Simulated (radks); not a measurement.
Problem. All-electron atom: the copper ion Cu2+ in [Ne] 3s1.75 3p6 3d9 4p0.25 (fractional occupations, a model configuration). Calculated with a radial shooting solver on a logarithmic mesh with Libxc functionals: scalar-relativistic Kohn-Sham, r2SCAN, spin-polarised, spherical densities, finite nucleus; open shells are filled with parallel spins first; meta-GGA in the generalised Kohn-Sham scheme; Fermi nuclear charge, rms radius 3.8823 fm. Some entries of the table are withheld. Estimate them.

orbital,occ.,eigenvalue (hartree),<r^2> (bohr^2),r(max) (bohr)
1s up,1,-327.3690,0.003658,0.03412
1s down,1,-327.3622,0.003658,0.03412
2s up,1,-40.50452,0.06510,0.1964
2s down,1,-40.47048,0.06504,0.1964
2p up,3,-35.03833,0.05227,0.1583
2p down,3,-35.01026,0.05220,0.1582
3s up,1,-5.43468,0.5776,0.6119
3s down,0.75,-5.35633,0.5805,0.6125
3p up,3,-3.80645,0.6476,0.6182
3p down,3,-3.73057,0.6525,0.6191
3d up,5,-1.21208,1.034,0.5963
3d down,4,-1.14409,1.069,0.5990
4s up,0,-0.84148,(1),1.944
4s down,0,-0.80829,(2),1.950
4p up,0.25,-0.57743,8.714,(3)
4p down,0,-0.54508,8.746,(4)
4d up,0,-0.28127,21.91,3.781

Solution. 
(1) 4s up <r^2> (bohr^2): 5.842
(2) 4s down <r^2> (bohr^2): 5.845
(3) 4p up r(max) (bohr): 2.349
(4) 4p down r(max) (bohr): 2.350
